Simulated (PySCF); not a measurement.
**C₆H₁₂F₂O: full NMR table**

```yaml
Formula: C6H12F2O
SMILES: CC(C)(F)OC(C)(C)F
InChI: InChI=1S/C6H12F2O/c1-5(2,7)9-6(3,4)8/h1-4H3
Point_group_of_the_computed_structure: C2
Degrees_of_unsaturation: 0
Carbon_signals: 2
Proton_signals: 1
```

Numbering as in the mapped SMILES `[CH3:1][C:2]([CH3:3])([F:4])[O:5][C:6]([CH3:7])([CH3:8])[F:9]` (H(Xn): hydrogen on atom n).

[PySCF: PBE0-D3(BJ)/def2-SVP structure; shieldings: GIAO PBE0/pcSseg-1; non-relativistic Hamiltonian; one conformer; isolated molecule; one averaged value for each set of equivalent atoms]

References, each an isolated molecule treated in the same way: TMS for $^{1}$H, $^{13}$C; $^{19}$F against CFCl3; H2O for $^{17}$O.

```tsv
carbon	δC, type	δH (multiplicity)	HMBC from (2–3 bonds)	span of the C tensor (ppm)
C1/C3/C7/C8	28.8, CH3	1.52 (m)	H(C1)/H(C3)/H(C7)/H(C8)	43
C2/C6	113.6, C	–	H(C1)/H(C3)/H(C7)/H(C8)	40
```

Other nuclei:
| atoms | nucleus | environment | δ (ppm) | σ (ppm) |
| --- | --- | --- | --- | --- |
| F4/F9 | $^{19}$F | fluorine on an sp3 carbon | -116.0 | 293.2 |
| O5 | $^{17}$O | ether oxygen | 170.9 | 163.7 |

Carbon types of the structure: 2 × C, 4 × CH3, which accounts for all hydrogens. δC 113.6: fully substituted sp3 carbon bonded to F and O; 2 electronegative neighbours deshield it. δC 28.8: methyl carbon; saturated and bonded to C and H only. δH 1.52: hydrogen on a methyl carbon.

Splittings by $^{19}$F in the carbon and heteronuclear signals aren't shown, as no couplings were computed. Shifts are as computed. Against solution values, carbons near 30 ppm lie about +2 ppm off and those near 130 ppm about +5 ppm. Of 1211 compounds with measured shifts, 218 miss one by over three times the rms of a fit or turn the order of signals round; such compounds aren't used in these exercises. Unscaled 19F shifts against computed CFCl3 carry errors that often reach 10 to 50 ppm. Experimental scales use liquid or dissolved standards, which lie at an offset from isolated H2O (liquid H2O: subtract about 36 ppm).
